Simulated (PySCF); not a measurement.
Species: CHBCl₂Se.
Bonds: Cl1–B2, B2–Cl3, B2–C4, C4–Se5 (double). Hydrogens: H6 on C4.

Theory: PySCF, PBE0-D3(BJ)/def2-SVP geometry optimisation, gas phase.

(1) List the bond lengths, angles and torsions at this level.

Results:

(1) 
```csv
bond,length (Å)
Cl1–B2,1.740
B2–Cl3,1.752
B2–C4,1.562
C4=Se5,1.756
C4–H6,1.100
```

A selection of angles:
```csv
angle,degrees
Cl1–B2–Cl3,119.3
Cl1–B2–C4,122.7
Cl3–B2–C4,118.0
B2–C4–Se5,124.9
B2–C4–H6,116.9
Se5–C4–H6,118.2
```

Torsions: Cl1–B2–C4–Se5 -11° (synperiplanar). The mirror-image conformer, all signs reversed, is as good.

B2 (three-coordinate boron) is planar (angles 122.7°, 119.3° and 118.0°, sum 360.0°, 0.00 Å off the plane of its three neighbours).

Point group: near Cs, missed by 0.32 Å at most; the miss may be what the optimiser left on a soft mode. PBE0-D3(BJ)/def2-SVP frequencies: not computed here.
